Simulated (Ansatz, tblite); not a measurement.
Cost and result up the ladder for [GeF3]- (GeF₃⁻) (4 atoms). Total charge -1; singlet. Geometry: r2SCAN-D4/def2-TZVPD.

| atom | x (Å) | y (Å) | z (Å) |
| --- | --- | --- | --- |
| Ge1 | -0.193 | 0.124 | -0.678 |
| F2 | -1.393 | -0.421 | 0.572 |
| F3 | 0.534 | 1.425 | 0.361 |
| F4 | 1.052 | -1.128 | -0.255 |

Ansatz on 4 threads of Arm Neoverse V2 on a shared host; xTB runs through tblite on one thread. Times are rough, summed over both states, and most runs start from the orbitals of an earlier one. PBE0-D4/def2-TZVPD serves as the yardstick here, not as an exact answer. The other state is a doublet.

The xTB rows come from tblite.

Raw xTB energies of ions are shifted by several eV.

```csv
level,functions,wall time,vertical IE (eV),difference from PBE0-D4/def2-TZVPD (eV)
GFN2-xTB,21,0.002 s,9.04,4.84
GFN1-xTB,21,0.004 s,8.21,4.01
PBE-D4/def2-TZVPD,174,2.7 s,4.04,-0.16
PBE0-D4/def2-TZVPD (with forces),174,4.4 s,4.20,0.00
r2SCAN-D4/def2-TZVPD,174,5.4 s,4.08,-0.11
```
